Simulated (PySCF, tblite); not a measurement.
Isomers of C6H10F2Si. All values are computed: GFN2-xTB (tblite) harmonic vibrations without scaling, gas phase. Against measured fundamentals such values can be off by several per cent, at times by over 20. Modes of hydrogen on silicon can be 10 to 20 % off. One conformer each.

Electronic energies: PBE0/pcSseg-1 single points on the GFN2-xTB geometries (PySCF, gas phase).

```csv
SMILES,"electronic energy, lowest = 0 (kJ/mol)"
C#C[C@](C)([SiH2]C)C(F)F,202.1
F/C=C(/F)[C@@H]([SiH3])C1CC1,235.0
C=CC[Si@H](F)C/C=C/F,0.0
C=C(C)[C@H]([SiH3])/C(F)=C\F,218.2
C=CC[C@H]([SiH3])/C(F)=C/F,235.6
C/C=C1\C[SiH2][C@H]1C(F)F,133.5
C#CC[C@@](F)(CF)[SiH2]C,252.7
```

Task: How do GFN2-xTB zero-point energies change the relative energies?

Result: 
| SMILES | ZPE (kJ/mol) | of it from modes above 1550 cm⁻¹ | electronic (kJ/mol) | with ZPE, lowest = 0 (kJ/mol) | lowest mode (cm⁻¹) | rings |
| --- | --- | --- | --- | --- | --- | --- |
| C=CC[Si@H](F)C/C=C/F | 371.8 | 198.0 | 0.0 | 0.0 | 24 | 0 |
| C/C=C1\C[SiH2][C@H]1C(F)F | 369.8 | 181.2 | 133.5 | 131.5 | 43 | 1 |
| C#C[C@](C)([SiH2]C)C(F)F | 362.4 | 186.9 | 202.1 | 192.8 | 27 | 0 |
| C=C(C)[C@H]([SiH3])/C(F)=C\F | 359.8 | 189.6 | 218.2 | 206.2 | 25 | 0 |
| F/C=C(/F)[C@@H]([SiH3])C1CC1 | 364.5 | 180.1 | 235.0 | 227.7 | 30 | 1 |
| C=CC[C@H]([SiH3])/C(F)=C/F | 360.2 | 189.1 | 235.6 | 224.0 | 39 | 0 |
| C#CC[C@@](F)(CF)[SiH2]C | 361.8 | 186.3 | 252.7 | 242.7 | 47 | 0 |

The zero-point energies span 12.0 kJ/mol, from `C=C(C)[C@H]([SiH3])/C(F)=C\F` to `C=CC[Si@H](F)C/C=C/F`. The lowest isomer stays, but the order above it changes.

Task: And how do the electronic energies of GFN2-xTB itself compare?

Result: `C=CC[Si@H](F)C/C=C/F` 0.0; `C/C=C1\C[SiH2][C@H]1C(F)F` 82.7; `C#C[C@](C)([SiH2]C)C(F)F` 165.7; `C=C(C)[C@H]([SiH3])/C(F)=C\F` 121.8; `F/C=C(/F)[C@@H]([SiH3])C1CC1` 114.2; `C=CC[C@H]([SiH3])/C(F)=C/F` 152.1; `C#CC[C@@](F)(CF)[SiH2]C` 189.5 kJ/mol, lowest = 0. Against the energies above, taken from the same isomer `C=CC[Si@H](F)C/C=C/F`, the largest difference is 120.8 kJ/mol.

Task: What do entropy and thermal enthalpy add at 298.15 K and 1 bar (rigid rotor, harmonic oscillator, one conformer each)?

Result: 
```tsv
SMILES	point group	symmetry number	S (J/(mol K))	H − H(0) (kJ/mol)	ZPE + H − H(0) − TS (kJ/mol)
C/C=C1\C[SiH2][C@H]1C(F)F	C1	1	430.9	30.80	272.2
C#C[C@](C)([SiH2]C)C(F)F	C1	1	454.4	34.59	261.5
F/C=C(/F)[C@@H]([SiH3])C1CC1	C1	1	437.0	31.30	265.5
C=CC[C@H]([SiH3])/C(F)=C/F	C1	1	452.7	33.13	258.3
C#CC[C@@](F)(CF)[SiH2]C	C1	1	454.3	34.44	260.8
```

Not tabulated: `C=CC[Si@H](F)C/C=C/F` (lowest mode only 24 cm⁻¹); `C=C(C)[C@H]([SiH3])/C(F)=C\F` (lowest mode only 25 cm⁻¹).
